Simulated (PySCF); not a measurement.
Members of the series CXY, Y = amino; each row names its spin state. All species are isolated molecules in the gas phase. One relaxed conformer stands for each flexible species; it need not be the lowest. Strings in code marks are SMILES.

Method: PBE0-D3(BJ)/def2-TZVP run with PySCF 2.14.0. 

| species | dipole moment (D) |
|---|---|
| X = silyl, multiplicity 1 (`N[C][SiH3]` (lower singlet)) | 3.10 |
| X = silyl, multiplicity 3 (`N[C][SiH3]` (excited triplet)) | 2.36 |
| X = boryl, multiplicity 1 (`B[C]N` (lower singlet)) | 4.35 |
| X = boryl, multiplicity 3 (`N[C]B` (excited triplet)) | 3.83 |
| X = ethynyl, multiplicity 1 (`[C](C#C)N` (lower singlet)) | 3.04 |
| X = ethynyl, multiplicity 3 (`C([C]N)#C` (excited triplet)) | 2.74 |
| X = mercapto, multiplicity 1 (`[C](N)S` (lower singlet; N–C–S–H torsion 0°)) | – |
| X = mercapto, multiplicity 3 (`N[C]S` (excited triplet; N–C–S–H torsion 65°)) | – |
| X = isocyano, multiplicity 1 (`[C-]#[N+][C]N` (lower singlet)) | 4.83 |
| X = isocyano, multiplicity 3 (`[C-]#[N+][C]N` (excited triplet)) | 4.88 |
| X = H, multiplicity 1 (`[CH]N` (lower singlet)) | 3.57 |
| X = H, multiplicity 3 (`[CH]N` (excited triplet)) | 1.58 |
